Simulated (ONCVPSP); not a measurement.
Pseudopotential generation for nitrogen: ONCV, PBE, non-relativistic.

nitrogen (N), optimised norm-conserving Vanderbilt (ONCV), made with ONCVPSP 4.0.1 (PBE, non-relativistic). Core [He], reference 2s1 2p4. Waves: 2s: rc 0.85 bohr, ncon 4, nbas 9, qcut 9.5 1/bohr, 2 projectors, debl 0.9 Ha; 2p: rc 2.25 bohr, ncon 4, nbas 7, qcut 6.2 1/bohr, 2 projectors, debl 3.5 Ha; d scattering state at 0.24 Ha: rc 2.10 bohr, ncon 4, nbas 8, qcut 4.1 1/bohr, 2 projectors, debl 0.8 Ha. Local part: polynomial inside 0.70 bohr (lpopt 5, dvloc0 -1 Ha). Core correction: none.

All-electron outer shells of the reference configuration (PBE, non-relativistic, ld1.x):

| shell | level (eV) | outermost node (bohr) | outermost maximum (bohr) |
| --- | --- | --- | --- |
| 1s | -385.30 | – | 0.15 |
| 2s | -19.00 | 0.32 | 1.02 |
| 2p | -7.51 | – | 0.97 |

Problem. Estimate the cutoffs (Ha) at which the residual kinetic energy of the hardest occupied pseudo-wave falls to 1 and 0.1 mHa per electron.

Solution. 32 Ha and 40 Ha.

Problem. What does a ghost test show?

Solution. No bound ghost flagged; GHOST(+) flagged for d at 20.5 eV.

Problem. Which valence shell sets the plane-wave cutoff?

Solution. 2s: 32 Ha for 1 mHa per electron, against 13 Ha for 2p.

Problem. Tests: 2s2 2p3; 2s2 2p2; 2s2 2p1; 2s0 2p5. Which has the largest error in its energy relative to the reference configuration, and how large is it?

Solution. 2s2 2p1, with +1143 meV (all-electron minus pseudo) on +30.98 eV.
